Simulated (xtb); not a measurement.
Ba, singlet (GFN-xTB shapes and energies of metal compounds can be far from the true ones); GFN1-xTB with GBSA(acetonitrile) (xtb).

Input for xtb:
```
$ xtb mol.xyz --gfn 1 --gbsa acetonitrile --json

# file mol.xyz
1

Ba     0.00000000     0.00000000     0.00000000
```

Write the output that xtb gives for this input, abridged.


```
   ID    Z sym.   atoms
    1   56 Ba     1

           -------------------------------------------------
          |                Calculation Setup                |
           -------------------------------------------------

           -------------------------------------------------
          |                 G F N 1 - x T B                 |
           -------------------------------------------------

      * Solvation model:               GBSA
        Solvent                        acetonitrile
        Parameter file                 internal GFN1-xTB/GBSA
        Dielectric constant                3.7500E+01
        Reference state                gsolv [1 M gas/solution]
        Free energy shift                  4.2202E-03 Eh       2.6482E+00 kcal/mol
        Temperature                        2.9815E+02 K
        Density                            7.8600E-01 kg/L
        Solvent mass                       4.1050E+01 g/mol
        Interaction kernel             Still
        Born radius scaling (c1)           1.4775E+00
        Born radii integrator          GBOBC
        Born offset                        1.6583E-02 a0       3.1337E-02 AA
        H-bond correction              true
        Ion screening                  false
        Surface tension                    1.0000E-05 Eh       1.5569E+01 dyn/cm
        Grid points                               230 per atom

          ...................................................
          :                      SETUP                      :
          :.................................................:
          :  # basis functions                  10          :
          :  # atomic orbitals                   9          :
          :  # shells                            3          :
          :  # electrons                         2          :
          :  # halogen bonds                     0          :
          :  max. iterations                   250          :
          :  Hamiltonian                  GFN1-xTB          :
          :  restarted?                      false          :
          :  GBSA solvation                   true          :
          :  PC potential                    false          :
          :  electronic temp.          300.0000000     K    :
          :  accuracy                    1.0000000          :
          :  -> integral cutoff          0.2500000E+02      :
          :  -> integral neglect         0.1000000E-07      :
[...]
         :: total energy              -0.525217430151 Eh    ::
[...]
         :: dispersion energy          0.000000000000 Eh    ::
         :: halogen bond corr.         0.000000000000 Eh    ::
         :: add. restraining           0.000000000000 Eh    ::
         :: total charge               0.000000000000 e     ::
         :::::::::::::::::::::::::::::::::::::::::::::::::::::

           -------------------------------------------------
          |                Property Printout                |
           -------------------------------------------------

    * Orbital Energies and Occupations

         #    Occupation            Energy/Eh            Energy/eV
      -------------------------------------------------------------
         1        2.0000           -0.2371298              -6.4526 (HOMO)
         2                         -0.1460915              -3.9754 (LUMO)
         3                         -0.1460915              -3.9754
         4                         -0.1460915              -3.9754
         5                         -0.0847354              -2.3058
         6                         -0.0847354              -2.3058
         7                         -0.0847354              -2.3058
         8                         -0.0847354              -2.3058
         9                         -0.0847354              -2.3058
      -------------------------------------------------------------
                  HL-Gap            0.0910383 Eh            2.4773 eV
             Fermi-level           -0.1916107 Eh           -5.2140 eV

  Mulliken/CM5 charges         n(s)   n(p)   n(d)
     1Ba    0.00000  0.00000   2.000  0.000  0.000

Wiberg/Mayer (AO) data.
largest (>0.10) Wiberg bond orders for each atom

 ---------------------------------------------------------------------------
     #   Z sym  total        # sym  WBO       # sym  WBO       # sym  WBO
 ---------------------------------------------------------------------------
     1  56 Ba   0.000
 ---------------------------------------------------------------------------

 dipole moment from electron density (au)
     X       Y       Z
   0.0000   0.0000   0.0000  total (Debye):    0.000

           -------------------------------------------------
          | TOTAL ENERGY               -0.525217430151 Eh   |
          | GRADIENT NORM               0.000000000000 Eh/α |
          | HOMO-LUMO GAP               2.477277000000 eV   |
           -------------------------------------------------

normal termination of xtb
```
